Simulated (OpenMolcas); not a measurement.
# Computed transition rates of Ti2+

- Program: OpenMolcas 26.06
- Method: SS-CASPT2, IPEA 0.25 Eh, imaginary shift 0.1 Eh (closed shells correlated: 3s 3p)
- Basis: ANO-R3 [7s5p5d3f2g1h]
- Scalar Hamiltonian: X2C, finite nucleus
- Active space: 2 electrons in 5 orbitals (3d)
- State averaging: 2S+1 = 3 even, 10 roots; 2S+1 = 1 even, 15 roots
- Spin-orbit coupling: state interaction with AMFI integrals over the reference wave functions, term energies averaged over their components

Rates come from the transition moments of the reference wave functions (E1 and E2 in the length form). At fixed line strength A goes as λ^-3 for E1 and M1 and as λ^-5 for E2, so a rate at the computed wavelength can be rescaled to the measured one. Measured vacuum wavelengths follow from level energies in Corliss and Sugar, J. Phys. Chem. Ref. Data 8, 1 (1979). Branching counts decays inside the model space alone, at computed energies, and the table is only a selection of the E2 and M1 lines, drawn from those between levels with measured partners whose computed energy lies within a factor of 1.5 of the measured one.

```tsv
Upper	Lower	Type	λ computed (nm)	λ measured (nm)	A computed (s-1)	A rescaled (s-1)	Branching %
3d² ¹S₀	3d² ¹D₂	E2	418.3	416.6	6.66e+00	6.80e+00	98.2
3d² ¹S₀	3d² ³P₁	M1	489	457.2	1.04e-01		1.5
3d² ³P₀	3d² ³F₂	E2	897.4	948.9	5.34e-02	4.04e-02	100.0
3d² ³P₂	3d² ³F₄	E2	917.5	970.8	3.67e-02	2.77e-02	68.1
3d² ³P₁	3d² ³F₃	E2	907.8	959.8	3.36e-02	2.54e-02	61.9
3d² ³P₁	3d² ³F₂	E2	892	943.1	1.83e-02	1.39e-02	33.7
3d² ³P₂	3d² ³F₃	E2	896.7	949.1	1.07e-02	8.05e-03	19.8
3d² ¹D₂	3d² ³F₃	M1	1323	1206	9.74e-03		64.8
3d² ¹G₄	3d² ³F₄	M1	718.1	715.5	7.39e-03		56.9
3d² ¹D₂	3d² ³F₂	M1	1290	1180	5.27e-03		35.0
3d² ¹G₄	3d² ³F₃	M1	705.3	703.6	4.68e-03		36.0
3d² ³P₂	3d² ³F₂	E2	881.3	932.7	1.65e-03	1.24e-03	3.1
3d² ¹G₄	3d² ¹D₂	E2	1511	1688	8.83e-04	5.07e-04	6.8
3d² ³F₄	3d² ³F₃	M1	39590	42460	3.28e-04	2.66e-04	100.0
3d² ³F₃	3d² ³F₂	M1	51240	54080	1.92e-04	1.63e-04	100.0
```

Spin-changing lines and M1 lines between different terms are not rescaled, since their strength hangs on the term gaps too.

The largest correction is for 3d² ¹G₄ → 3d² ¹D₂ (E2): 8.83e-04 × (1511 / 1688)^5 = 5.07e-04 s-1, a factor of 0.57.

The computed rate and branching of 3d² ³F₃ → 3d² ³F₂ give the upper level a radiative lifetime of 1.000 / 1.92e-04 s-1 = 5.21e+03 s, counting decays inside the model space alone. The rescaled rate gives about 6.1e+03 s.

These are rates of the free ion; in crystals, glasses and complexes forced electric-dipole and non-radiative decay shorten such lifetimes by orders of magnitude. No measured rate stands beside these. Rescaling mends the energy factor alone: line strengths can still be far off where a level mixes with configurations outside the active space, and weak or spin-changing lines hang on small mixing coefficients that depend on the term gaps too, so rescaling need not improve them.

CASPT2 does not keep the components of a term degenerate, so their means are used; among the terms shown or strongly mixed into the levels shown the widest spread is 630 cm-1 (3d² ³F). Measured partners are found by configuration, term and J. A level has none where our copy of the source lacks it or the pairing is in doubt (some pairs that miss far off the trend of their configuration count as doubtful). Levels of configurations outside the active space are missing.
